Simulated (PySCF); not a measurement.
IIn, singlet, at a GFN2-xTB geometry (such geometries of metal compounds can be far from the true shape) (core potentials on I, In), atoms displaced at random by about 0.05 Å a coordinate; HF/def2-SVP in PySCF.

The PySCF input:
```python
from pyscf import gto, scf
from pyscf.geomopt import geometric_solver

mol = gto.Mole()
mol.atom = '''
    In    0.011933   -0.058047   -1.473163
    I    -0.040801   -0.002817    1.405557
'''
mol.basis = 'def2-svp'
mol.ecp = {'I': 'def2-svp', 'In': 'def2-svp'}
mol.charge = 0
mol.spin = 0
mol.verbose = 3
mol.build()

def method(m):
    mf = scf.RHF(m)
    return mf

conv, mol_eq = geometric_solver.kernel(method(mol), maxsteps=100, convergence_set='GAU_LOOSE')
print('optimisation converged:', conv)
print(mol_eq.tostring(format='xyz'))
mf = method(mol_eq)
mf.kernel()
```

The log (banner, timings and long lists left out):

```
Custom engine selected.
Bonds will be generated from interatomic distances less than 1.20 times sum of covalent radii
6 internal coordinates being used (instead of 6 Cartesians)
Internal coordinate system (atoms numbered from 1):
Distance 1-2
Translation-X 1-2
Translation-Y 1-2
Translation-Z 1-2
Rotation-A 1-2
Rotation-B 1-2
Rotation-C 1-2
<class 'geometric.internal.Distance'> : 1
<class 'geometric.internal.TranslationX'> : 1
<class 'geometric.internal.TranslationY'> : 1
<class 'geometric.internal.TranslationZ'> : 1
<class 'geometric.internal.RotationA'> : 1
<class 'geometric.internal.RotationB'> : 1
<class 'geometric.internal.RotationC'> : 1
> ===== Optimization Info: ====
> Job type: Energy minimization
> Maximum number of optimization cycles: 100
> Initial / maximum trust radius (Angstrom): 0.100 / 0.300
> Convergence Criteria:
> Will converge when all 5 criteria are reached:
>  |Delta-E| < 1.00e-06
>  RMS-Grad  < 1.70e-03
>  Max-Grad  < 2.50e-03
>  RMS-Disp  < 6.70e-03
>  Max-Disp  < 1.00e-02
> === End Optimization Info ===

Geometry optimization cycle 1
Cartesian coordinates (Angstrom)
 Atom        New coordinates             dX        dY        dZ
  In   0.011933  -0.058047  -1.473163    0.000000  0.000000  0.000000
   I  -0.040801  -0.002817   1.405557    0.000000  0.000000  0.000000

WARN: Mole.unit (angstrom) is changed to Bohr

converged SCF energy = -485.951301994577
--------------- RHF_Scanner gradients ---------------
         x                y                z
0 In     0.0001022902    -0.0001071318    -0.0055839656
1 I    -0.0001022902     0.0001071318     0.0055839656
----------------------------------------------
cycle 1: E = -485.951301995  dE = -485.951  norm(grad) = 0.0078997
Step    0 : Gradient = 5.586e-03/5.586e-03 (rms/max) Energy = -485.9513019946
Hessian Eigenvalues: 4.51492e-02 5.00000e-02 5.00000e-02 ... 5.00000e-02 5.00000e-02 5.00000e-02

Geometry optimization cycle 2
Cartesian coordinates (Angstrom)
 Atom        New coordinates             dX        dY        dZ
  In   0.011334  -0.057419  -1.440439   -0.000599  0.000628  0.032724
   I  -0.040202  -0.003445   1.372833    0.000599 -0.000628 -0.032724
converged SCF energy = -485.951544323019
--------------- RHF_Scanner gradients ---------------
         x                y                z
0 In    -0.0000358429     0.0000375394     0.0019566457
1 I     0.0000358429    -0.0000375394    -0.0019566457
----------------------------------------------
cycle 2: E = -485.951544323  dE = -0.000242328  norm(grad) = 0.00276809
Step    1 : Displace = 3.274e-02/3.274e-02 (rms/max) Trust = 1.000e-01 (=) Grad = 1.957e-03/1.957e-03 (rms/max) E (change) = -485.9515443230 (-2.423e-04) Quality = 0.701
Hessian Eigenvalues: 5.00000e-02 5.00000e-02 5.00000e-02 ... 5.00000e-02 5.00000e-02 6.09697e-02

Geometry optimization cycle 3
Cartesian coordinates (Angstrom)
 Atom        New coordinates             dX        dY        dZ
  In   0.011489  -0.057582  -1.448930    0.000156 -0.000163 -0.008491
   I  -0.040357  -0.003282   1.381324   -0.000156  0.000163  0.008491
converged SCF energy = -485.951572689329
--------------- RHF_Scanner gradients ---------------
         x                y                z
0 In     0.0000030992    -0.0000032459    -0.0001691829
1 I    -0.0000030992     0.0000032459     0.0001691829
----------------------------------------------
cycle 3: E = -485.951572689  dE = -2.83663e-05  norm(grad) = 0.000239345
Step    2 : Displace = 8.494e-03/8.494e-03 (rms/max) Trust = 1.000e-01 (=) Grad = 1.692e-04/1.692e-04 (rms/max) E (change) = -485.9515726893 (-2.837e-05) Quality = 0.903
Hessian Eigenvalues: 5.00000e-02 5.00000e-02 5.00000e-02 ... 5.00000e-02 5.00000e-02 6.62415e-02

Geometry optimization cycle 4
Cartesian coordinates (Angstrom)
 Atom        New coordinates             dX        dY        dZ
  In   0.011477  -0.057569  -1.448255   -0.000012  0.000013  0.000676
   I  -0.040345  -0.003295   1.380649    0.000012 -0.000013 -0.000676
converged SCF energy = -485.951572911417
--------------- RHF_Scanner gradients ---------------
         x                y                z
0 In     0.0000000801    -0.0000000839    -0.0000043711
1 I    -0.0000000801     0.0000000839     0.0000043711
----------------------------------------------
cycle 4: E = -485.951572911  dE = -2.22088e-07  norm(grad) = 6.18383e-06
Step    3 : Displace = 6.760e-04/6.760e-04 (rms/max) Trust = 1.414e-01 (+) Grad = 4.373e-06/4.373e-06 (rms/max) E (change) = -485.9515729114 (-2.221e-07) Quality = 1.027
Hessian Eigenvalues: 5.00000e-02 5.00000e-02 5.00000e-02 ... 5.00000e-02 5.00000e-02 6.62415e-02
Converged! =D

optimisation converged: True
2
XYZ from PySCF
In          0.01147671       -0.05756912       -1.44825464
I          -0.04034471       -0.00329488        1.38064864
converged SCF energy = -485.951572911417
```
